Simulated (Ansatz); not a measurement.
Basis sets compared for (AgH)3 ring (Ag₃H₃). The state is a singlet with charge 0. Geometry PBE0-D4/def2-TZVP. Ansatz on 4 threads of Intel Xeon on a shared host; times are rough, and most runs start from earlier orbitals.

```csv
atom,x (Å),y (Å),z (Å)
Ag1,0.320,1.322,0.787
H2,0.968,1.529,-0.929
Ag3,0.428,-0.141,-1.506
H4,-0.413,-1.711,-1.019
Ag5,-0.748,-1.181,0.718
H6,-0.555,0.182,1.949
```

In the def2 sets Ag takes a core potential; there is no spin–orbit coupling.

Binding counts from free atoms (Ag doublet, H doublet) in the same basis, without a counterpoise term.

```json
{"level": "PBE-D4/def2-SVP", "functions": "108", "energy (Eh)": "-442.7193", "HOMO (eV)": "-5.78", "LUMO (eV)": "-2.41", "binding per atom (eV)": "1.75", "wall time": "1 s"}
{"level": "PBE-D4/def2-TZVP", "functions": "138", "energy (Eh)": "-442.8364", "HOMO (eV)": "-5.80", "LUMO (eV)": "-2.45", "binding per atom (eV)": "1.76", "wall time": "1.3 s"}
{"level": "r2SCAN-D4/def2-TZVP", "functions": "138", "energy (Eh)": "-442.9504", "HOMO (eV)": "-5.91", "LUMO (eV)": "-2.15", "binding per atom (eV)": "1.82", "wall time": "2.4 s"}
{"level": "PBE0-D4/def2-SVP", "functions": "108", "energy (Eh)": "-442.6675", "HOMO (eV)": "-6.79", "LUMO (eV)": "-1.49", "binding per atom (eV)": "1.70", "wall time": "1.1 s"}
{"level": "PBE0-D4/def2-TZVP (with forces)", "functions": "138", "energy (Eh)": "-442.7794", "HOMO (eV)": "-6.80", "LUMO (eV)": "-1.51", "binding per atom (eV)": "1.71", "wall time": "2.7 s"}
```

(1) Estimate the rows for PBE-D4/def2-TZVPD, r2SCAN-D4/def2-TZVPD, PBE0-D4/def2-TZVPD.

Answers

(1) 
```
               level  functions  energy (Eh)  HOMO (eV)  LUMO (eV)  binding per atom (eV)  wall time
   PBE-D4/def2-TZVPD        147    -442.8376      -5.80      -2.45                   1.76      1.5 s
r2SCAN-D4/def2-TZVPD        147    -442.9514      -5.92      -2.15                   1.82      2.7 s
  PBE0-D4/def2-TZVPD        147    -442.7802      -6.81      -1.52                   1.71      1.6 s
```
